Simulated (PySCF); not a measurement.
NMR data sheet: C5H8O2

```yaml
Formula: C5H8O2
SMILES: C=C(OC)C(C)=O
InChI: InChI=1S/C5H8O2/c1-4(6)5(2)7-3/h2H2,1,3H3
Degrees_of_unsaturation: 2
Carbon_signals: 5
Proton_signals: 4
```

Mapped SMILES: `[CH2:1]=[C:2]([O:3][CH3:4])[C:5]([CH3:6])=[O:7]`; H(Xn) means a hydrogen on atom n. Ha(C1) is cis to O3; Hb(C1) is trans to O3.

All values are calculated (PySCF 2.14.0 with density-fitted response routines): σ from GIAO-PBE/pcSseg-2, structure optimised with PBE0-D3(BJ)/def2-SVP, B3LYP/pcJ-1 coupling constants (without the spin–dipole term). Relativity neglected, a single conformation, isolated molecule, one averaged value for each set of equivalent atoms.

δ = σ(ref) − σ, references computed at the same level: TMS for 1H (σref 31.18) and 13C (σref 179.39); 17O (σref 327.88) against H2O.

| carbon | δC, type | δH (multiplicity, J in Hz) | HMBC from (abs. J ≥ 3 Hz) | span of the C tensor (ppm) |
| --- | --- | --- | --- | --- |
| C1 | 91.9, CH2 | Hb(C1) 5.60 (d, 1.5); Ha(C1) 4.12 (d, 1.5) | – | 173 |
| C2 | 169.7, C | – | H(C4) | 173 |
| C4 | 57.2, CH3 | 3.64 (s) | – | 79 |
| C5 | 201.9, C | – | Hb(C1), Ha(C1), H(C6) | 192 |
| C6 | 28.4, CH3 | 2.24 (s) | – | 50 |

Other nuclei:
```
atoms  nucleus    environment  δ (ppm)  σ (ppm)
   O7      17O  ketone oxygen    622.4   -294.5
   O3      17O   ether oxygen    125.6    202.3
```

Selected couplings (Hz, signed; the shortest-range and largest first, 30 at most; isotopes 13C, 1H): 1J(C1,Hb(C1)) 180.2, 1J(C1,Ha(C1)) 168.8, 1J(C4,H(C4)) 149.0, 1J(C6,H(C6)) 135.6, 1J(C1,C2) 87.4, 1J(C2,C5) 64.2, 1J(C5,C6) 46.5, 2J(C2,C6) 13.6, 2J(C1,C5) 5.4, 2J(C2,C4) -2.5, 2J(Hb(C1),Ha(C1)) -1.5, 3J(C1,C4) 5.4, 3J(C4,C5) 4.1.

- Carbon types of the structure: 2 × C, 1 × CH2, 2 × CH3, which accounts for all hydrogens.
- δC 201.9: ketone carbonyl carbon; low-lying n→π* states of the double bond to the heteroatom give a large paramagnetic term (-270 ppm).
- δC 169.7: alkene carbon bearing oxygen; an sp2 carbon further deshielded by the attached heteroatom.
- δC 91.9: β carbon of a C=C–C=O unit.
- δC 28.4: methyl carbon α to a carbonyl; α to the electron-withdrawing carbonyl group.
- δH 2.24: hydrogen on a methyl carbon α to a carbonyl; α to C=O.

Splittings below 1 Hz are ignored in the labels, and close J values are merged. Shifts are as computed, not scaled to solution data. Of 1211 compounds with measured shifts, 218 miss one by over three times the rms of a fit or turn the order of signals round; such compounds aren't used in these exercises. Unscaled 17O shifts of doubly bonded oxygen tend to come out too high, by tens of ppm or more. Experimental scales use liquid or dissolved standards, which lie at an offset from isolated H2O (liquid H2O: subtract about 36 ppm).
